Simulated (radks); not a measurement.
Charge is removed step by step from the 6s1/2 level of Bi2+, starting from [Hg] 6p1. All-electron calculation, Dirac Kohn-Sham, PBE, spin-unpolarised, spherical densities, point nucleus; open shells are shared between the two j in proportion to 2j + 1. Program: a radial shooting solver on a logarithmic mesh with Libxc functionals.

removed (e)  E - E(0) (eV)  eigenvalue (eV)  E minus straight line (eV)
0                    0.000          -30.658                       0.000
0.25                 7.981          -33.198                      -0.968
0.5                 16.602          -35.774                      -1.296
0.75                25.871          -38.383                      -0.976
1                   35.796          -41.025                       0.000

Removing the whole electron costs 35.796 eV by Delta-SCF, against 30.658 eV from minus the eigenvalue at the starting occupation. Slater's transition state (half an electron removed) gives 35.774 eV. Integrating minus the eigenvalue over the occupation (Janak's theorem) gives 35.796 eV. The mean slope of the eigenvalue, de/dn, is 10.4 eV per electron.
